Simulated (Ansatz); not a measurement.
`CC(=O)Br` + `O[SiH3]` → `CC(=O)O[SiH3]` + HBr  (substitution at a C–Br bond)

Calculated with Ansatz (gas phase, PBE0-D4/def2-TZVP geometries, no zero-point term in ΔE). CBS: MP2 limit from def2 TZ/QZ plus the TZ coupled-cluster correction, frozen cores. Functionals use def2-TZVPP. B3LYP here is the variant with VWN-RPA as its local correlation; programs differ in this. For Br outer-core shells are correlated without core-valence functions, which leaves a few kJ/mol of doubt a bond. Scalar relativity is left out up to krypton.

| level | ΔE (eV) |
| --- | --- |
| BHLYP-D4 | -0.44 |
| B3LYP | -0.28 |

What does CCSD(T)/CBS give? (Estimate.)

Ansatz gave: -0.34 eV. The listed levels differ from it by -0.10, 0.06 eV.

Largest T1 diagnostic among the species: 0.014.

From r2SCAN to r2SCAN0 (25 % exact exchange), in def2-TZVPP and without D4, ΔE moves by −0.08 eV. In def2-TZVPP, CCSD(T) changes the Hartree–Fock value by +0.17 eV (the triples alone add +0.04 eV) and MP2 by +0.26 eV. At CCSD(T), def2-SVP lies −0.33 eV from the extrapolated value and def2-TZVPP −0.04 eV.
